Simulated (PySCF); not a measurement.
Gas-phase reaction: TiBr4 + 4 F + 2 O ⇌ TiO2 + 4 BrF

Computed with PySCF and rigid-rotor harmonic-oscillator thermochemistry at 1 bar. † marks an energy on the PBE0/def2-TZVP geometry and frequencies; other levels use their own. MP2 and CCSD(T) freeze the core. 6-31G* has spherical d functions here. Open shells (unrestricted): F (multiplicity 2, electronic degeneracy 6), O (multiplicity 3, electronic degeneracy 9); the rest are closed-shell singlets. Spin-orbit splitting is ignored; it lowers the true energy and changes the entropy of F, O. B3LYP is the form with VWN-RPA correlation. Br: all electrons, no relativistic terms. MP2 isn't extrapolated to the basis-set limit; its ΔH°(298 K) is -671.7 kJ in def2-SVP and -850.7 kJ in def2-TZVPP. CCSD(T) isn't extrapolated to the basis-set limit. The harmonic model lacks anharmonicity and excited electronic states, which grow with temperature; levels with a mode under 35 cm⁻¹ are left out. Soft modes under 120 cm⁻¹ make the harmonic entropy rough for TiBr4. Warning, large T1 diagnostic: TiO2 (CCSD(T)/def2-SVP†).

```csv
level,"ΔE electronic, kJ","ΔH°(298 K), kJ","ΔS°(298 K), J/K","ΔG°(1200 K), kJ"
B3LYP/def2-TZVP†,-807,-801,-192,-539
BLYP/def2-TZVP†,-978,-971,-192,-709
CCSD(T)/def2-SVP†,-546,-540,-192,-278
HF/6-31G*,341,350,-190,612
M06-2X/def2-TZVP†,-716,-710,-192,-448
MP2/def2-SVP†,-678,-672,-192,-410
PBE/def2-TZVP†,-1005,-998,-192,-736
PBE0/def2-TZVP,-742,-736,-192,-474
r2SCAN/def2-TZVP†,-763,-757,-192,-495
ωB97X-V/def2-TZVP†,-809,-803,-192,-541
```
ΔH° is lowest at PBE/def2-TZVP† and highest at HF/6-31G*. No reference value is set beside these.
